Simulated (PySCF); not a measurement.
Isomers of C4H11NSi, one GFN2-xTB conformer each. Single-point energies are computed at PBE0/pcSseg-1 (PySCF, gas phase, no added dispersion term), electronic only.

**Question.** Rank them by PBE0/pcSseg-1 energy, lowest first (kJ/mol).
A. `[CH3:1][NH:2][SiH2:3][CH:4]1[CH2:5][CH2:6]1` with C1–N2–Si3–C4 177°, N2–Si3–C4–C5 113°
B. `[CH3:1][NH:2][SiH:3]1[CH2:4][CH2:5][CH2:6]1` with C1–N2–Si3–C4 80°, N2–Si3–C4–C5 119°, Si3–C4–C5–C6 -12°, C4–C5–C6–Si3 12°, N2–Si3–C6–C5 -122°

**Answer.** B (0.0), A (36.8).

As drawn, the lower has a four-membered ring, which the higher lacks; the higher has a three-membered ring, which the lower lacks. GFN2-xTB itself gives, in the same order: 7.6, 0.0. GFN2-xTB puts CN[SiH2]C1CC1 lowest instead.

**Question.** Which frontier levels, dipoles and rotational constants go with these structures?

**Answer.** 
| SMILES | HOMO (eV, PBE0/pcSseg-1) | LUMO (eV) | dipole (D) | A, B, C (MHz) |
| --- | --- | --- | --- | --- |
| CN[SiH]1CCC1 | -6.63 | 0.86 | 1.29 | 6394, 1739, 1560 |
| CN[SiH2]C1CC1 | -6.56 | 0.90 | 1.06 | 9068, 1295, 1236 |

**Question.** As an exercise, what shares would exp(−E/RT) give at 2000 K from these electronic energies alone (no entropy, no degeneracies)?

**Answer.** RT = 16.629 kJ/mol: CN[SiH]1CCC1 90.1 %, CN[SiH2]C1CC1 9.9 %.
